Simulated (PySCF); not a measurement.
Computed spin Hamiltonian

Species: C2H11FNSi3 (doublet state).
Numbering: `[CH2:1][SiH2:2][SiH2:3][C@@H:4]([F:5])[SiH2:6][NH2:7]` (hydrogens: H8, H9 on C1; H10, H11 on Si2; H12, H13 on Si3; H14 on C4; H15, H16 on Si6; H17, H18 on N7)

Cartesian coordinates in Å at the GFN2-xTB level; atoms count from 1:
```xyz
18
C2H11FNSi3 angstrom
C     -2.0483    1.6642   -0.9499
Si    -2.2045    0.0780   -0.0722
Si    -0.6146   -1.4669   -0.8222
C      0.9558   -1.3412    0.2739
F      1.9016   -2.2390   -0.2521
Si     1.7959    0.3699    0.4491
N      1.8084    1.0205   -1.1429
H     -2.5586    1.8672   -1.8756
H     -1.2909    2.3852   -0.6949
H     -3.5343   -0.5073   -0.2997
H     -2.0401    0.2600    1.3801
H     -1.0586   -2.8695   -0.7517
H     -0.1844   -1.2645   -2.2114
H      0.7388   -1.7306    1.2741
H      0.9504    1.2502    1.2543
H      3.1036    0.1609    1.0869
H      2.0937    0.4226   -1.9025
H      2.1775    1.9466   -1.2843
```

The hyperfine couplings belong to this conformer and change with its torsions.

Level of theory: UKS B3LYP, pcH-1 on C F H N Si, non-relativistic, mean-field spin-orbit, GIAO (PySCF). One conformer (not necessarily the lowest) at the GFN2-xTB geometry, without solvent, vibrations or thermal averaging. The geometry wasn't refined by DFT: couplings that depend on bond lengths, twists or pyramidal angles can differ widely from those at the functional's own minimum. No stability test was run, so a lower SCF solution isn't excluded.

```
g1, g2, g3                      : 2.00210, 2.00263, 2.00286
g_iso                           : 2.00253
Form of g                       : rhombic: the two nearest values differ by 31 % of g3 − g1
⟨S²⟩                            : 0.7538 (exact 0.7500)
α and β electrons               : 41, 40
HOMO–LUMO gap, α and β orbitals : 6.23, 4.64 eV
```

Isotropic coupling and dipolar principal values T1 to T3, in G; ρ(0) is the spin density at the nucleus (MHz turned into gauss with g_iso; 10 G = 1 mT):

| atom | isotope | a_iso | of which spin–orbit | T1 | T2 | T3 | Mulliken spin population | ρ(0) (bohr⁻³) |
| --- | --- | --- | --- | --- | --- | --- | --- | --- |
| C1 | 13C | 30.8 | 0.0 | -26.8 | -26.6 | 53.4 | 1.02 | 0.0768 |
| Si2 | 29Si | 18.2 | 0.0 | -0.9 | 0.1 | 0.9 | -0.06 | -0.0574 |
| Si3 | 29Si | -27.7 | 0.0 | -6.2 | 2.9 | 3.3 | 0.06 | 0.0875 |
| C4 | 13C | 1.8 | 0.0 | -0.2 | -0.1 | 0.3 | 0.00 | 0.0045 |
| F5 | 19F | 5.4 | 0.0 | -2.5 | -2.3 | 4.8 | 0.00 | 0.0036 |
| Si6 | 29Si | 0.1 | 0.0 | -0.1 | 0.0 | 0.1 | 0.00 | -0.0003 |
| N7 | 14N | 0.5 | 0.0 | -0.1 | -0.1 | 0.2 | 0.00 | 0.0040 |
| H8 | 1H | -20.1 | 0.0 | -12.9 | -0.3 | 13.3 | -0.04 | -0.0126 |
| H9 | 1H | -20.0 | 0.0 | -12.9 | -0.4 | 13.3 | -0.04 | -0.0125 |
| H10 | 1H | 7.7 | 0.0 | -1.1 | -0.9 | 2.0 | 0.01 | 0.0048 |
| H11 | 1H | 12.6 | 0.0 | -1.1 | -0.8 | 1.9 | 0.02 | 0.0079 |
| H12 | 1H | 7.2 | 0.0 | -0.6 | -0.2 | 0.8 | 0.01 | 0.0045 |
| H13 | 1H | -1.2 | 0.0 | -0.8 | -0.4 | 1.2 | 0.00 | -0.0007 |
| H14 | 1H | -0.2 | 0.0 | -0.3 | -0.2 | 0.5 | 0.00 | -0.0001 |
| H15 | 1H | 0.0 | 0.0 | -0.5 | -0.4 | 0.9 | 0.00 | 0.0000 |
| H16 | 1H | -0.1 | 0.0 | -0.1 | -0.1 | 0.3 | 0.00 | 0.0000 |
| H17 | 1H | -0.1 | 0.0 | -0.4 | -0.3 | 0.7 | 0.00 | 0.0000 |
| H18 | 1H | 0.0 | 0.0 | -0.4 | -0.3 | 0.7 | 0.00 | 0.0000 |

The Mulliken spin populations are largest on C1 (+1.02) and Si3 (+0.06). C1 is the only atom above +0.15. The angles at C1 add up to 358.9°, so it is planar; its axial dipolar tensor and the negative couplings of its protons fit spin in a p orbital normal to that plane.

Axes: g3 points within 5° of the C1–H8 bond.

Under fast tumbling the dipolar parts average out, and these isotropic splittings remain (the largest six): 2 × 1H (H8/H9, I = 1/2, 3 lines) with 2.01 mT, 1 × 1H (H11, I = 1/2, 2 lines) with 1.26 mT, 1 × 1H (H10, I = 1/2, 2 lines) with 0.77 mT, 1 × 1H (H12, I = 1/2, 2 lines) with 0.72 mT, 1 × 19F (F5, I = 1/2, 2 lines) with 0.54 mT and 1 × 1H (H13, I = 1/2, 2 lines) with 0.12 mT.

Nuclei that the bonding pattern makes equivalent are averaged, as if the motion that swaps them (rotation, inversion, ring flip) were fast.

The 13C coupling of C1 (86.3 MHz) shows only in satellite lines or after enrichment, since that isotope makes up about 1.07 % of natural carbon.

The 29Si coupling of Si3 (-77.7 MHz) shows only in satellite lines or after enrichment, since that isotope makes up about 4.7 % of natural silicon.

The spin density at the nucleus, in bohr⁻³, is negative for Si2 (-0.0574) and H8/H9 (-0.0126), for instance. A restricted open-shell determinant has no negative spin density anywhere; here it arises because α and β orbitals differ (spin polarisation).
